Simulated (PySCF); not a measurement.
**Radiative rates from a computed spectrum**

Species: C2H10AsBO.
SMILES: `[BH2-]([AsH3+])COC`

Method: PySCF 2.14.0, density-fitted response routines, TDDFT wB97X-D/def2-SVPD, vertical, gas phase, core orbitals frozen in the response. Isolated species at its PBE0-D3(BJ)/def2-SVP geometry (one conformer only). The wB97X-D/def2-SVPD calculation is non-relativistic and has no spin–orbit coupling, an omission that weighs most on arsenic. Torsions of this conformer, `[CH3:1][O:2][CH2:3][BH2-:4][AsH3+:5]`: C1–O2–C3–B4 178°, O2–C3–B4–As5 175°.

Computed singlets with f of 0.002 or more:

```csv
state,E (eV),f
S1,6.82,0.0084
S2,7.02,0.0027
S3,7.16,0.010
S4,7.41,0.0025
S5,7.51,0.0057
S6,7.60,0.015
S7,7.64,0.011
S8,7.69,0.066
S9,7.74,0.0090
S10,7.78,0.041
```

Turn these into Einstein A coefficients, radiative lifetimes, transition dipoles and integrated cross-sections.

A / s⁻¹ = 0.6670 f (ν̃ / cm⁻¹)² and τ = 1/A in vacuum; |μ| follows from f = (2/3) ΔE |μ|² (atomic units, 1 au = 2.5417 D); ∫σ dE = 109.76 f Mb·eV.

| state | A (s⁻¹) | τ | \|μ\| (D) | ∫σ dE (Mb·eV) |
| --- | --- | --- | --- | --- |
| S1 | 1.7×10⁷ | 59 ns | 0.57 | 0.93 |
| S2 | 5.9×10⁶ | 170 ns | 0.32 | 0.3 |
| S3 | 2.3×10⁷ | 44 ns | 0.61 | 1.1 |
| S4 | 5.9×10⁶ | 170 ns | 0.30 | 0.27 |
| S5 | 1.4×10⁷ | 71 ns | 0.45 | 0.63 |
| S6 | 3.8×10⁷ | 27 ns | 0.72 | 1.6 |
| S7 | 2.8×10⁷ | 35 ns | 0.62 | 1.2 |
| S8 | 1.7×10⁸ | 5.9 ns | 1.51 | 7.3 |
| S9 | 2.3×10⁷ | 43 ns | 0.55 | 0.98 |
| S10 | 1.1×10⁸ | 9.4 ns | 1.17 | 4.5 |

Leading configurations: S1 H→L+1 (45%); S2 H→L (43%); S3 H→L+1 (37%); S4 H-1→L+1 (57%); S5 H→L+2 (48%); S6 H-1→L (61%); S7 H-2→L (43%); S8 H-3→L (40%); S9 H-2→L+1 (46%); S10 H-3→L+1 (33%) (H = HOMO, L = LUMO).

These lifetimes count emission to the ground state at the vertical energy alone; relaxation of the geometry and all other decay channels are left out.

What is the integrated cross-section of all computed states together?

Σf = 0.172 over S1 to S10, so 109.76 × Σf ≈ 18.8 Mb·eV.

Suppose S1 emitted 0.3 eV lower with the same transition dipole. How would A change?

At fixed |μ|, A goes as the cube of the energy: (6.52/6.82)³ = 0.87, which makes τ about 67 ns.

By what factor does the largest A in the list exceed the smallest?

S8 has 29 times the rate of S2.

All these states lie below the vertical ionisation energy of 9.12 eV (ΔSCF).

On one thread, Arm Neoverse V1 (aarch64), shared host with 64 logical CPUs at a one-minute load of 39, this took 1.8 min and 1.0 GiB of memory at its peak.

Without π bonds the low states are Rydberg-like; a valence basis with one diffuse set may place them up to an eV too high.
